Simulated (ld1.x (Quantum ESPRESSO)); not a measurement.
# V (Z = 23), ultrasoft: configuration errors across variants

V (Z = 23), ultrasoft, made with ld1.x (Quantum ESPRESSO) 7.5 (LDA (PZ), non-relativistic). Core [Ne], reference 3s2 3p6 3d3 4s1 4p1. Waves: 3s (bound): rcut 1.45, rcutus 1.95 bohr; 4s (bound): rcut 1.45, rcutus 1.95 bohr; 3p (bound): rcut 1.85, rcutus 2.00 bohr; 4p (bound): rcut 1.85, rcutus 2.00 bohr; 3d (bound): rcut 1.45, rcutus 1.85 bohr; 3d channel at 0.05 Ry: rcut 1.45, rcutus 1.85 bohr; 4f channel at 0.35 Ry: rcut 1.60, rcutus 2.15 bohr; 4f channel at 1.45 Ry: rcut 1.60, rcutus 2.15 bohr. Local part: all-electron potential smoothed inside 1.40 bohr (lloc = -1). Core correction: none. Augmentation charge: built from norm-conserving waves at rcut, not smoothed further.

All-electron excitation energies from the reference (eV): (1) 3s2 3p6 3d3 4s2 4p0 -3.331; (2) 3s2 3p6 3d3 4s1 4p0 4.532; (3) 3s2 3p6 3d3 4s0 4p0 18.948; (4) 3s2 3p6 3d3 4s0 4p1 8.609; (5) 3s2 3p6 3d2 4s0 4p0 48.277; (6) 3s2 3p6 3d3 4s1 4p1 spin -2.762; (7) 3s2 3p6 3d3 4s2 4p0 spin -4.973.

Spin tests fill each open shell by Hund’s rule, majority spin first.

The overlap operator is not positive definite (basis up to 400 Ry) in “base”, “wave 3d channel at 0.05 Ry: rcut 1.45, rcutus 1.85 bohr becomes 3d channel at -0.33 Ry: rcut 1.45, rcutus 1.85 bohr”, “waves 3p (bound): rcut 1.82, rcutus 1.92 bohr; 4p (bound): rcut 1.82, rcutus 1.92 bohr”, “core correction a·sin(br)/r model core inside 1.80 bohr”, “waves 4f channel at 0.35 Ry: rcut 1.60, rcutus 2.70 bohr; 4f channel at 1.45 Ry: rcut 1.60, rcutus 2.70 bohr”. Such files are unfit for use, however small their errors in these radial tests.

Tests that are not counted but printed errors over 1 eV. “base”: 3s1 3p6 3d3 4s2 4p0 (solver errors, printed error -1310 eV); 3s2 3p6 3d1 4s0 4p0 (solver errors, printed error -11.1 eV). “wave 3d channel at 0.05 Ry: rcut 1.45, rcutus 1.85 bohr becomes 3d channel at -0.33 Ry: rcut 1.45, rcutus 1.85 bohr”: 3s1 3p6 3d3 4s2 4p0 (solver errors, printed error -1310 eV); 3s2 3p6 3d1 4s0 4p0 (solver errors, printed error -11.2 eV). “core correction a·sin(br)/r model core inside 1.80 bohr”: 3s1 3p6 3d3 4s2 4p0 (solver errors, printed error -1310 eV); 3s2 3p6 3d1 4s0 4p0 (solver errors, printed error -11.1 eV). “waves 4f channel at 0.35 Ry: rcut 1.60, rcutus 2.70 bohr; 4f channel at 1.45 Ry: rcut 1.60, rcutus 2.70 bohr”: 3s1 3p6 3d3 4s2 4p0 (solver errors, printed error -1310 eV); 3s2 3p6 3d1 4s0 4p0 (solver errors, printed error -11.1 eV).

5 further variants failed, have other tests or too few solved ones, and are left out.

The file “base” misses its own reference levels by 1.3 eV. The file “wave 3d channel at 0.05 Ry: rcut 1.45, rcutus 1.85 bohr becomes 3d channel at -0.33 Ry: rcut 1.45, rcutus 1.85 bohr” misses its own reference levels by 1.3 eV. The file “waves 3p (bound): rcut 1.82, rcutus 1.92 bohr; 4p (bound): rcut 1.82, rcutus 1.92 bohr” misses its own reference levels by 1.4 eV. The file “core correction a·sin(br)/r model core inside 1.80 bohr” misses its own reference levels by 1.3 eV. The file “waves 4f channel at 0.35 Ry: rcut 1.60, rcutus 2.70 bohr; 4f channel at 1.45 Ry: rcut 1.60, rcutus 2.70 bohr” misses its own reference levels by 1.3 eV.

Errors AE − PS in meV (a dash: test not solved or not reliable):

| change | (1) | (2) | (3) | (4) | (5) | (6) | (7) | bound ghosts |
| --- | --- | --- | --- | --- | --- | --- | --- | --- |
| base | -1325 | -254 | +1773 | +1756 | +1463 | +145 | -1071 | not determined (overlap not positive) |
| wave 3d channel at 0.05 Ry: rcut 1.45, rcutus 1.85 bohr becomes 3d channel at -0.33 Ry: rcut 1.45, rcutus 1.85 bohr | -1325 | -254 | +1773 | +1756 | +1464 | +145 | -1071 | not determined (overlap not positive) |
| waves 3p (bound): rcut 1.82, rcutus 1.92 bohr; 4p (bound): rcut 1.82, rcutus 1.92 bohr | -1591 | -520 | +1508 | +1921 | +1190 | +197 | -1336 | not determined (overlap not positive) |
| core correction a·sin(br)/r model core inside 1.80 bohr | -1325 | -254 | +1773 | +1756 | +1463 | +145 | -1071 | not determined (overlap not positive) |
| waves 4f channel at 0.35 Ry: rcut 1.60, rcutus 2.70 bohr; 4f channel at 1.45 Ry: rcut 1.60, rcutus 2.70 bohr | -1325 | -254 | +1773 | +1756 | +1463 | +145 | -1071 | not determined (overlap not positive) |

Question: Give the same row for: type RRKJ; waves now 3p (bound): rc 2.00 bohr; 3d (bound): rc 1.85 bohr; 4f channel at 0.35 Ry: rc 2.15 bohr; 3s (bound): rc 1.95 bohr; local potential the s channel.

Answer: +1375, -219, -2866, -2092, -4269, +281, +1484; bound ghosts: none.
